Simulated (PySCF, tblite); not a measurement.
Isomers of C4H5F2N2Si (doublet state), one GFN2-xTB conformer each. Single-point energies are computed at B3LYP/pcH-1 (PySCF, gas phase, no added dispersion term), electronic only. GFN2-xTB treats the open shell by occupation alone, and not every SCF solution was tested for stability.

```
                     SMILES  GFN2-xTB relative energy (kcal/mol)
[H]/N=[C]/C(F)(F)C[SiH2]C#N                                  2.1
[H]/N=[C]\[SiH2]CC(F)(F)C#N                                  0.0
```

Conformers: `[H]/[N:9]=[C:8]/[C:5]([CH2:4][SiH2:3][C:2]#[N:1])([F:6])[F:7]` (doublet state) with C2–Si3–C4–C5 87°, Si3–C4–C5–F6 65°, C4–C5–C8–N9 -79°; `[H]/[N:9]=[C:8]\[SiH2:7][CH2:6][C:3]([C:2]#[N:1])([F:4])[F:5]` (doublet state) with C2–C3–C6–Si7 -179°, C3–C6–Si7–C8 75°, C6–Si7–C8–N9 -117°.

What does B3LYP/pcH-1 give for the same structures?

```tsv
SMILES	B3LYP/pcH-1 E (Eh)	B3LYP/pcH-1 (kcal/mol)	GFN2-xTB (kcal/mol)	point group
[H]/N=[C]/C(F)(F)C[SiH2]C#N	-754.06793	0.0	2.1	C1
[H]/N=[C]\[SiH2]CC(F)(F)C#N	-754.04897	11.9	0.0	C1
```

GFN2-xTB puts [H]/N=[C]\[SiH2]CC(F)(F)C#N lowest instead. 

What happens when harmonic zero-point energies from GFN2-xTB frequencies are added?

```csv
SMILES,ZPE (kcal/mol),electronic (kcal/mol),with ZPE (kcal/mol)
[H]/N=[C]/C(F)(F)C[SiH2]C#N,50.8,0.0,0.0
[H]/N=[C]\[SiH2]CC(F)(F)C#N,50.6,11.9,11.7
```

The zero-point energies span 0.2 kcal/mol. The order is unchanged.

As an exercise, what shares would exp(−E/RT) give at 2000 K from these electronic energies alone (no entropy, no degeneracies)?

RT = 3.974 kcal/mol: [H]/N=[C]/C(F)(F)C[SiH2]C#N 95.2 %, [H]/N=[C]\[SiH2]CC(F)(F)C#N 4.8 %.
